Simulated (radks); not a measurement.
Results of a calculation; reference values are marked as such.
P4+, configuration [He] 2s2 2p5 3s1 3d1 (not the ground configuration).

Level of theory: scalar-relativistic Kohn-Sham, B86b exchange with PBE correlation, spin-polarised, spherical densities, point nucleus; open shells are filled with parallel spins first (a radial shooting solver on a logarithmic mesh with Libxc functionals).

Energy parts (Ry):
total: -664.57953
kinetic: 666.97408
electron-nucleus: -1525.23770
Hartree: 235.26830
exchange-correlation: -41.58421

Orbitals (lengths in bohr, moments of r in powers of bohr; <r^-3> diverges for s and p1/2):
\begin{tabular}{lrrr}
orbital & occ. & eigenvalue (Ry) & <r^-3> \\ \hline
1s up & 1 & -160.3810 & - \\
1s down & 1 & -160.2281 & - \\
2s up & 1 & -18.76263 & - \\
2s down & 1 & -18.45081 & - \\
2p up & 3 & -15.27382 & 69.14 \\
2p down & 2 & -14.93682 & 68.74 \\
3s up & 1 & -4.86744 & - \\
3d up & 1 & -2.87359 & 0.7335 \\
\end{tabular}

The highest occupied level is 3d up at -39.097 eV. Spin moment in Bohr magnetons: 3. Summed over all electrons, <r^2> = 7.960 bohr^2, which gives a Langevin (diamagnetic) susceptibility term of -6.3 x 10^-6 cm^3/mol.
